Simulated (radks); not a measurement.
Values are calculated unless marked as measured or tabulated.
Question: The table gives one normalised radial function P(r) = r R(r) of Cl9+ in [He] 2s2 2p4 (r in bohr). Code: a radial shooting solver on a logarithmic mesh with Libxc functionals. Model: non-relativistic Kohn-Sham, PBE, spin-polarised, spherical densities, point nucleus; open shells are filled with parallel spins first.

r         P
0.005886   0.2139
0.00719    0.2554
0.008711   0.3013
0.01064    0.3557
0.01289    0.4141
0.01575    0.4805
0.01908    0.5478
0.0233     0.6187
0.02846    0.6853
0.03449    0.7381
0.04212    0.7718
0.05104    0.7718
0.06234    0.7235
0.07554    0.6164
0.09226    0.4287
0.1127     0.1572
0.1365    -0.1764
0.1668    -0.5759
0.2021    -0.9678
0.2468    -1.3239
0.2991    -1.5515
0.3653    -1.6153
0.4461    -1.4851
0.5406    -1.2103
0.6603    -0.8469
0.8       -0.5131
0.9771    -0.2503
1.184     -0.1001
1.446     -0.0290

Which n and l does it have? It may be an empty orbital.

Answer: n = 2, l = 0: the number of nodes gives n - l - 1 = 1, the rise at small r (about r^(l+1)) gives l, and the extent must fit the shell. The curve is that of 2s down; the table hardly tells the two spins apart. 2s down: eigenvalue -481.16 eV, 1 radial node at r = 0.124 bohr, <r> = 0.423 bohr, 90 % of the charge inside 0.655 bohr.
